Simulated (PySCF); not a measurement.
C2H6O2Te. Atoms are numbered in the order given.

```xyz
11

Te     0.0000     0.0000     0.6768
O     -1.3776     0.6755    -0.6429
C     -2.1498    -0.3120    -1.3172
H     -2.7374    -0.9539    -0.6217
H     -2.8594     0.2356    -1.9738
H     -1.5229    -0.9736    -1.9557
O      1.3776    -0.6755    -0.6429
C      2.1498     0.3120    -1.3172
H      2.7374     0.9539    -0.6217
H      2.8594    -0.2356    -1.9738
H      1.5229     0.9736    -1.9557
```

Geometry: PBE-D3(BJ)/def2-SVP. The def2 effective core potentials stand for the cores of Te; spin–orbit coupling is left out. One conformer was computed; it need not be the lowest.

Method: PBE-D3(BJ)/def2-SVP (PySCF).

Frequencies are harmonic and unscaled.

Task: Give all harmonic wavenumbers and intensities. (The exact figures need the calculation; the answer reports its results.)

Result: 
```csv
mode,ν (cm⁻¹),IR (km/mol),moving atoms (share of kinetic energy)
1,59,0.3,"C 58 %, H 28 %, Te 8 %"
2,101,5.0,"H 55 %, O 29 %, C 15 %"
3,115,0.8,H 87 %
4,150,6.7,"H 64 %, O 29 %"
5,219,10.5,"O 58 %, H 26 %, C 16 %"
6,280,4.8,"C 38 %, O 25 %, H 23 %, Te 14 %"
7,284,3.0,"O 39 %, C 27 %, H 19 %, Te 15 %"
8,516,56.9,"O 76 %, Te 12 %"
9,530,8.8,"O 78 %, Te 9 %"
10,1022,173.6,"C 48 %, O 48 %"
11,1033,48.0,"O 49 %, C 46 %"
12,1122,1.2,"H 76 %, C 19 %"
13,1123,1.1,"H 76 %, C 19 %"
14,1131,6.5,"H 72 %, C 21 %"
15,1132,12.2,"H 73 %, C 21 %"
16,1393,4.5,H 92 %
17,1394,11.8,H 91 %
18,1400,5.6,H 94 %
19,1400,24.8,H 94 %
20,1424,16.8,H 96 %
21,1428,10.2,H 95 %
22,2919,132.2,H 98 %
23,2922,28.4,H 97 %
24,3002,20.7,"H 90 %, C 10 %"
25,3003,39.3,"H 90 %, C 10 %"
26,3030,27.5,"H 90 %, C 10 %"
27,3031,3.5,"H 90 %, C 10 %"
```
